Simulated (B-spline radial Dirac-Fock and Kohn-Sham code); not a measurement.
Atomic SCF run for B

ΔSCF core binding energies without Breit or QED terms, calculated with a radial atomic solver. Keys: rel is the Hamiltonian (dirac, or spin-free x2c and nr, where L3 and M5 stand for the whole 2p and 3d shells), method is hf or an exchange,correlation pair (spin-unpolarised, also for the hole states), nuc the nuclear model, radius_factor scales its radius, rmax is the box in bohr, h the logarithmic mesh step, order the B-spline order, points the quadrature points per cell, c_factor scales the speed of light, and damp, ndamp, maxit and tol steer the iteration. The run stops when the commutator error falls below 10·tol·max(1, Z/10), or the numerical noise floor, and the energy has settled to about 1e-8 Ha; the virial ratio is −V/T.

Input (task.json):

```json
{"items": [{"Z": 5, "q": 0, "cfg": [[1, 0, 2], [2, 0, 2], [2, 1, 1]], "A": 11, "rrms": 2.406, "do": "settings", "holes": ["K", "L3", "M5"],
  "settings": [{"rel": "dirac", "method": "hf", "nuc": "fermi", "radius_factor": 1.0, "rmax": 45.0, "h": 0.3, "order": 8, "points": 10, "c_factor": 1.0, "maxit": 3, "damp": 0.5, "ndamp": 3, "tol": 1e-08}]}]}
```

Command: `python xray2_run.py task.json out`

Ground-state iterations:

```
iter   energy (Ha)        error
   1      -24.00256847  1.89e-01
   2      -24.51907455  1.96e-02
   3      -24.53231572  7.66e-03
```

The ground state had not converged after 3 iterations, with total energy -24.53232 Ha, virial ratio 1.99393 and highest orbital energy -8.40 eV. ΔSCF binding energies: K (1s) 200.8 eV (not all states converged, so these are not final). Holes are computed only in closed shells, and unreliable hole states are left out.

Q: One setting is unsound. Which, and why?

A: maxit ends the run before self-consistency. With the default settings (Dirac Hartree-Fock): The ground state converged in 10 iterations, with total energy -24.53655 Ha, virial ratio 1.99939 and highest orbital energy -8.43 eV. ΔSCF binding energies: K (1s) 200.9 eV. Holes are computed only in closed shells, and unreliable hole states are left out.
